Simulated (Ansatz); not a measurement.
Calculated with Ansatz (gas phase, PBE0-D4/def2-TZVP geometries, no zero-point term in ΔE). CCSD(T)/CBS adds triple-zeta CCSD(T) − MP2 to the extrapolated MP2 energy (def2 sets, frozen cores). This one scheme is used for every species. Functionals use def2-TZVPP. B3LYP here is the variant with VWN-RPA as its local correlation; programs differ in this. One conformer a species, not always the lowest.

Reaction (formal exchange of groups at the Si–C bond): `C=C[Si](N)(Cl)O[SiH3]` + SiH₄ → `N[Si]([SiH3])(Cl)O[SiH3]` + `C=C`

```tsv
level	ΔE (kJ/mol)
PBE-D4	6.2
B3LYP-D4	17.5
ωB97M-V	24.4
B3LYP	15.3
```

(1) What does CCSD(T)/CBS give? (Best estimate.)

Largest T1 diagnostic among the species: 0.012.

Answers

(1) Ansatz gave: +19.2 kJ/mol. The listed levels differ from it by -13.0, -1.7, 5.2, -3.9 kJ/mol.

From PBE to PBE0 (25 % exact exchange), in def2-TZVPP and without D4, ΔE moves by +5.4 kJ/mol.
